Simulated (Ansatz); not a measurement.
Born–Oppenheimer molecular dynamics of CH₁₀O₂Si₃ (16 atoms, charge 0, multiplicity 1). It starts at the highest image of a converged band. Of that band: Beside the main top the profile has a ripple of under 15 meV (maxima at images 2, 4), which may be a very shallow well or noise. Neighbouring images differ by up to 3.5 eV, so the band resolves the path poorly. A vibrational analysis at the climbing image gives 2 clearly imaginary modes (1389i, 44i cm⁻¹): a point of higher order. A lower path may pass nearby, or the ends, which weren't checked, may share the extra mode.

Computed with RKS PBE0/STO-3G in Ansatz.

| Quantity | Value |
| --- | --- |
| ensemble | NVE (velocity Verlet) |
| time step | 0.5 fs |
| steps asked | 194 |
| starting velocities drawn for | 300 K |
| seed | 7085 |

First frame:

```xyz
16
Properties=species:S:1:pos:R:3
C 0.764 -1.730 -1.990
Si 1.238 0.035 -1.518
O -0.394 0.717 -0.918
Si -0.463 1.419 0.660
O -1.835 2.436 0.675
Si -0.436 -0.208 2.241
H 0.142 -1.765 -2.889
H 0.214 -2.230 -1.185
H 1.663 -2.323 -2.190
H 1.970 -0.153 -0.264
H 0.403 1.335 -1.770
H 0.641 2.342 0.840
H -2.623 1.811 0.532
H 0.876 -0.791 2.380
H -0.816 0.346 3.519
H -1.368 -1.264 1.923
```

(1) How far do the bonds stretch over the last three quarters of this one trajectory? (Pairs bonded in most of those frames.)

Answers

(1) 
| bond | mean (Å) | spread (Å) | shortest | longest |
| --- | --- | --- | --- | --- |
| C1–Si2 | 1.882 | 0.062 | 1.77 | 2.03 |
| C1–H7 | 1.097 | 0.012 | 1.08 | 1.12 |
| C1–H8 | 1.106 | 0.035 | 1.03 | 1.17 |
| C1–H9 | 1.100 | 0.027 | 1.05 | 1.15 |
| Si2–O3 | 1.725 | 0.067 | 1.63 | 1.84 |
| Si2–H10 | 1.493 | 0.074 | 1.35 | 1.67 |
| Si2–H11 | 1.510 | 0.116 | 1.31 | 1.76 |
| O3–Si4 | 1.702 | 0.019 | 1.68 | 1.74 |
| Si4–O5 | 1.712 | 0.017 | 1.68 | 1.75 |
| Si4–Si6 | 2.277 | 0.017 | 2.25 | 2.31 |
| Si4–H12 | 1.454 | 0.003 | 1.45 | 1.46 |
| O5–H13 | 1.017 | 0.012 | 1.00 | 1.04 |
| Si6–H14 | 1.449 | 0.010 | 1.43 | 1.47 |
| Si6–H15 | 1.447 | 0.018 | 1.42 | 1.48 |
| Si6–H16 | 1.448 | 0.011 | 1.43 | 1.47 |

Mean temperature of the second half: 1027 K. The conserved energy stayed within 0.33 meV per atom of its start (net change 0.27 meV per atom), so the integration is sound. The kinetic energy rose, since the run started high on the potential surface and went downhill. A run of 0.097 ps of so small a system gives no equilibrium averages. The orbitals stay closed-shell, which can raise the energy where a bond breaks towards radicals; this wasn't checked here. Limits of this set-up: minimal basis.

Time of the run: 16 min on 1 thread of Intel(R) Xeon(R) Processor @ 2.70GHz, on a shared host, peak memory 0.16 GiB.
